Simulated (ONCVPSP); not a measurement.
## Tl (Z = 81) ONCV: all-electron and pseudo phase curves

ONCVPSP 4.0.1 input, shortened (lines: element, Z, core and valence counts, functional; n l f; lmax; l rc ep ncon nbas qcut; lloc lpopt rc5 dvloc0; l nproj debl; icmod fcfact rcfact), PBE, scalar-relativistic:

```
  Tl 81.00   10    4        4      upf
    1    0    2.00
    2    0    2.00
    2    1    6.00
    3    0    2.00
    3    1    6.00
    3    2   10.00
    4    0    2.00
    4    1    6.00
    4    2   10.00
    4    3   14.00
    5    0    2.00
    5    1    6.00
    5    2   10.00
    6    0    2.00
    2
    0    1.50    0.00    5    9    9.80
    1    1.35    0.00    4    7    7.90
    2    1.60    0.00    3    8   11.30
    4    1    1.00    1.00
    0    3    3.20
    1    2    2.80
    2    1    1.40
    3    5.75    1.15
```

In the p channel the program set the typed energies aside and used -3.064, 0.250 Ha.

The phase is arctan(r·R′/R) of the radial function R(r), unwrapped; energies in Ha, scanned from -7 to 5 Ha. A pole is an energy at which the radial function vanishes at the test radius. The pseudo phase is shifted by a multiple of π to meet the all-electron one at the reference energy, and phase errors are pseudo minus all-electron; the curves can meet again beyond the range given. Levels narrower than the energy grid can be missing from the lists of poles.

Problem. For each channel, where are the poles, and over which energies does the pseudopotential scatter like the atom?

Solution.

```
channel  radius (bohr)  reference energy (Ha)  poles, all-electron  poles, pseudo  unbroken range about the reference energy with phases within 0.05 rad  phase error 1 Ha above the reference energy (rad)
      s           1.52                  -0.60                -4.71          -4.71                                                        the whole range                                             +0.000
      p           1.37                  -3.06                -1.62          -1.62                                                        the whole range                                             -0.000
      d           1.62                  -0.84                 0.43           0.41                                                              below 2.6                                             -0.002
```

Phases in the s channel:

| E (Ha) | all-electron | pseudo |
| --- | --- | --- |
| -6.96 | 1.210 | 1.210 |
| -6.32 | 1.074 | 1.074 |
| -5.68 | 0.321 | 0.322 |
| -5.04 | -1.403 | -1.403 |
| -4.40 | -1.651 | -1.651 |
| -3.76 | -1.748 | -1.748 |
| -3.12 | -1.820 | -1.820 |
| -2.48 | -1.893 | -1.893 |
| -1.84 | -1.987 | -1.987 |
| -1.20 | -2.128 | -2.128 |
| -0.56 | -2.379 | -2.379 |
| 0.08 | -2.870 | -2.870 |
| 0.72 | -3.567 | -3.567 |
| 1.36 | -4.046 | -4.046 |
| 2.00 | -4.290 | -4.290 |
| 2.64 | -4.423 | -4.423 |
| 3.28 | -4.507 | -4.507 |
| 3.92 | -4.564 | -4.564 |
| 4.56 | -4.607 | -4.607 |
